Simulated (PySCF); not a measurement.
# Polarisability and C₆ of Ni (nickel, neutral)

[Ar] 3d8 4s2, high-spin 3F determinant. All numbers are calculated (PySCF 2.14, no relativity, point nucleus, in dyall-av2z (16s12p7d2f, 101 functions)). Coupled (time-dependent) response in atomic units; α is the mean over directions. A double-zeta set is small for polarisabilities.

```csv
method,mean α (bohr³),C₆ (like pair),S(−4)
MN15,51.17,421.3,1316
PBEsol,47.72,375.9,1196
```

S(−4) is the Cauchy moment in α(ω) = α(0) + S(−4) ω² + …

Reference α: 49 ± 3 bohr³ (recommended; Schwerdtfeger and Nagle, table of static dipole polarizabilities (2023 update)). Published C₆: 373.0 (Chu and Dalgarno (2004); Tang, Norbeck and Certain (1976)).

α(iu) at PBEsol:

| u (hartree) | α(iu) (bohr³) |
| --- | --- |
| 0 | 47.72 |
| 0.0500 | 44.93 |
| 0.100 | 38.40 |
| 0.200 | 25.04 |
| 0.300 | 16.56 |
| 0.500 | 8.785 |
| 0.750 | 5.198 |
| 1.00 | 3.616 |
| 1.50 | 2.182 |
| 2.00 | 1.508 |
| 3.00 | 0.8700 |
| 5.00 | 0.4191 |

A single London oscillator, α(iu) = α/(1 + u²/ω²), gives C₆ = (3/4) ω α². Matching the computed C₆ needs ω = 4 × 375.9 / (3 × 47.72²) = 0.220 hartree.
